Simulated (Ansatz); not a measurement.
Compare A (`NC(=S)[SiH2]O`) with its isomer B (`O[SiH]1NCS1`).

Gas-phase electronic energies from Ansatz, PBE0-D4/def2-TZVP geometries. CCSD(T)/CBS adds triple-zeta CCSD(T) − MP2 to the extrapolated MP2 energy (def2 sets, frozen cores). DFT in def2-TZVPP. B3LYP here is the variant with VWN-RPA as its local correlation; programs differ in this. One conformer a species, not always the lowest.

Q: Which isomer does CCSD(T)/CBS put lower? Give the gap. (An estimate is asked.)

A: Computed: B, by 112.0 kJ/mol.

Q: Give E(B) − E(A) in kJ/mol with ωB97M-V, B3LYP, r2SCAN-D4, PBE0-D4, B2PLYP, B3LYP-D4, PBE-D4. (Estimate.)

A: Computed: ωB97M-V -111.8, B3LYP -86.8, r2SCAN-D4 -97.8, PBE0-D4 -110.8, B2PLYP -96.0, B3LYP-D4 -88.6, PBE-D4 -93.0. None reverses the order clearly.

Largest T1 diagnostic: 0.017.

From PBE to PBE0 (25 % exact exchange), in def2-TZVPP and without D4, E(B) − E(A) moves by −18.1 kJ/mol.
